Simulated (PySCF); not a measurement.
CH10Si4.
Bonds: C1–Si2, Si2–Si3, Si3–Si4, Si4–Si5, Si2–Si5. Hydrogens: H6, H7, H8 on C1; H9 on Si2; H10, H11 on Si3; H12, H13 on Si4; H14, H15 on Si5.

The same species was optimised twice, with GFN2-xTB and with PBE0-D3(BJ)/def2-SVP (PySCF), and the same property calculations (PySCF, gas phase) were run on both structures.

```tsv
coordinate	GFN2-xTB	PBE0-D3(BJ)/def2-SVP	change
Si4–H12 (Å)	1.470	1.500	+0.030
Si3–H11 (Å)	1.469	1.498	+0.029
Si5–H14 (Å)	1.469	1.498	+0.029
Si3–H10 (Å)	1.470	1.497	+0.027
Si4–H13 (Å)	1.469	1.495	+0.026
Si5–H15 (Å)	1.470	1.497	+0.027
Si2–H9 (Å)	1.477	1.496	+0.019
C1–Si2 (Å)	1.906	1.890	-0.016
C1–H8 (Å)	1.086	1.101	+0.015
C1–H6 (Å)	1.086	1.101	+0.015
C1–H7 (Å)	1.086	1.101	+0.015
Si4–Si5 (Å)	2.355	2.361	+0.006
Si3–Si4 (Å)	2.354	2.361	+0.007
Si2–Si3 (Å)	2.366	2.364	-0.002
Si2–Si5 (Å)	2.366	2.365	-0.001
Si5–Si4–H12 (°)	116.0	109.0	-7.0
C1–Si2–H9 (°)	104.5	111.5	+7.0
Si3–Si4–H12 (°)	116.0	109.1	-6.9
H10–Si3–H11 (°)	102.5	109.4	+6.9
H14–Si5–H15 (°)	102.7	109.4	+6.7
H12–Si4–H13 (°)	102.5	109.1	+6.6
Si4–Si3–H11 (°)	115.2	109.2	-6.0
Si4–Si5–H14 (°)	115.2	109.3	-5.9
```

Rotational constants: A = 2297, B = 1549, C = 1060 MHz (GFN2-xTB) against A = 2099, B = 1653, C = 1230 MHz (PBE0-D3(BJ)/def2-SVP). Some torsions differ by more than 30° (C1–Si2–Si3–Si4 -113° against -83°; C1–Si2–Si5–Si4 113° against 83°), so the changes below aren't those of bond lengths and angles alone. Point groups within 0.08 Å: Cs and Cs. Atoms that the bonding makes alike are paired by their places after alignment.

On the GFN2-xTB structure: lowest singlet, TDDFT (eV) 4.64 [wB97X-D/def2-SVPD]; lowest triplet, Tamm–Dancoff (eV) 4.41 [wB97X-D/def2-SVPD]; isotropic polarisability (au) 129.3 [wB97X-D/def2-SVPD]; HOMO (eV) -9.13 [wB97X-D/def2-SVPD]; LUMO (eV) 0.19 [wB97X-D/def2-SVPD]; dipole (D) 0.85 [wB97X-D/def2-SVPD]; HOMO (eV) -7.50 [PBE0/pcSseg-1]; LUMO (eV) -1.49 [PBE0/pcSseg-1]; dipole (D) 0.83 [PBE0/pcSseg-1]; GIAO shielding of C1 (ppm) 191.9 [PBE0/pcSseg-1]; GIAO shielding of Si2 (ppm) 393.1 [PBE0/pcSseg-1]; GIAO shielding of Si3/Si5 (mean) (ppm) 439.9 [PBE0/pcSseg-1]; GIAO shielding of Si4 (ppm) 450.4 [PBE0/pcSseg-1].

Task: What do these properties become on the PBE0-D3(BJ)/def2-SVP structure?

Result: 
```tsv
property	level	on GFN2-xTB	on PBE0-D3(BJ)/def2-SVP	change
lowest singlet, TDDFT (eV)	wB97X-D/def2-SVPD	4.64	5.12	+0.48
lowest triplet, Tamm–Dancoff (eV)	wB97X-D/def2-SVPD	4.41	4.85	+0.44
isotropic polarisability (au)	wB97X-D/def2-SVPD	129.3	131.4	+2.1
HOMO (eV)	wB97X-D/def2-SVPD	-9.13	-8.93	+0.20
LUMO (eV)	wB97X-D/def2-SVPD	0.19	0.85	+0.66
dipole (D)	wB97X-D/def2-SVPD	0.85	0.91	+0.06
energy, GFN2-xTB geometry as zero (kcal/mol)	wB97X-D/def2-SVPD	0.0	-3.9	-3.9
HOMO (eV)	PBE0/pcSseg-1	-7.50	-7.31	+0.19
LUMO (eV)	PBE0/pcSseg-1	-1.49	-0.90	+0.59
dipole (D)	PBE0/pcSseg-1	0.83	0.88	+0.05
energy, GFN2-xTB geometry as zero (kcal/mol)	PBE0/pcSseg-1	0.0	-4.3	-4.3
GIAO shielding of C1 (ppm)	PBE0/pcSseg-1	191.9	192.4	+0.5
GIAO shielding of Si2 (ppm)	PBE0/pcSseg-1	393.1	405.9	+12.8
GIAO shielding of Si3/Si5 (mean) (ppm)	PBE0/pcSseg-1	439.9	448.3	+8.4
GIAO shielding of Si4 (ppm)	PBE0/pcSseg-1	450.4	448.7	-1.7
```

The heavy atoms differ by 0.352 Å rms after alignment. Among all bonds Si3–H11, Si4–H12 and Si5–H14 change most and about equally (+0.029 to +0.030 Å). Changes are differences of the printed values. Neither structure is proved a minimum here.

wB97X-D is run here without its empirical dispersion term; that term would change no orbital, density or response property at a fixed geometry.
